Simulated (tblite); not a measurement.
Species: C3H10FSi3 (doublet state).
Cartesian coordinates in Å at the GFN2-xTB level; atoms count from 1:
```xyz
17
C3H10FSi3 angstrom
F      2.7556   -1.5007   -0.1072
C      1.5618   -0.8496   -0.1045
Si     0.0618   -1.9743   -0.2181
C     -1.4411   -0.9749    0.3707
Si    -1.5087    0.8288   -0.2229
C      0.0329    1.7267    0.4310
Si     1.6975    1.0232   -0.1514
H     -0.1360   -2.4044   -1.6126
H      0.2863   -3.1652    0.6135
H     -2.3431   -1.4943    0.0521
H     -1.4656   -0.9798    1.4603
H     -2.7196    1.4779    0.3118
H     -1.5605    0.8895   -1.6898
H      0.0023    1.7125    1.5205
H     -0.0127    2.7765    0.1468
H      1.9780    1.4688   -1.5271
H      2.8039    1.4510    0.7170
```

Computed values, GFN2-xTB/tblite, gas phase, harmonic and unscaled. Against measured fundamentals such values can be off by several per cent, at times by over 20. Modes of hydrogen on silicon can be 10 to 20 % off. One conformer, not necessarily the lowest. Open shells enter through the occupations alone, without spin polarisation, and single modes of such species can be off by tens of per cent.

Harmonic wavenumbers (cm⁻¹): 39.5, 77.9, 142.4, 179.8, 193.3, 205.0, 277.9, 298.6, 429.1, 452.8, 457.2, 480.8, 525.1, 547.1, 549.5, 599.6, 620.0, 636.1, 687.2, 709.7, 739.3, 780.7, 783.7, 787.0, 802.8, 823.1, 834.8, 969.6, 1019.8, 1030.5, 1129.7, 1135.0, 1146.9, 1462.3, 1467.4, 2160.1, 2162.5, 2170.6, 2202.5, 2206.6, 2211.3, 2976.5, 2980.3, 2997.0, 2999.3.

A = 1804, B = 1275, C = 793.2 MHz; mass 149.007 u (most abundant isotopes); point group Cs, symmetry number 1; spin multiplicity 2.

What is the zero-point energy?

½Σν̃ = 24044 cm⁻¹ = 68.75 kcal/mol.

Entropy at 350 K, 1 bar (ideal gas, RRHO, classical rotation)?

Translation 41.73, rotation 30.03, vibration 36.29, spin (R ln 2) 1.38: S = 109.4 cal/(mol K).

And Cp and H(350 K) − H(0)?

Cp = 48.23 cal/(mol K), of which vibrations give 40.28 (their classical limit is 45 R = 89.4); H(350 K) − H(0) = 9.72 kcal/mol without the zero-point energy, 6.94 from vibrations.

What must be added to the electronic energy to get the Gibbs energy at 350 K and 1 bar?

ZPE + [H(350 K) − H(0)] − T·S = 68.75 + 9.72 − 38.30 = 40.17 kcal/mol.

Blend soft modes into free rotors: weight 1/[1 + (100 cm⁻¹/ν̃)⁴] for the oscillator and the rest for a rotor with moment μB/(μ + B), μ = h/(8π²ν), B = 10⁻⁴⁴ kg m². What vibrational entropy results?

33.84 cal/(mol K) in place of 36.29, which changes −T·S at 350 K by +0.86 kcal/mol.

Which modes carry the vibrational entropy at 350 K?

39.5 cm⁻¹: 5.60; 77.9 cm⁻¹: 4.26; 142.4 cm⁻¹: 3.08; 179.8 cm⁻¹: 2.63; 193.3 cm⁻¹: 2.50; 205.0 cm⁻¹: 2.39 cal/(mol K); the other 39 give 15.83 together.

Hindered rotation and anharmonicity are outside this model. Other conformers, if any are populated, would add a mixing term that is left out.
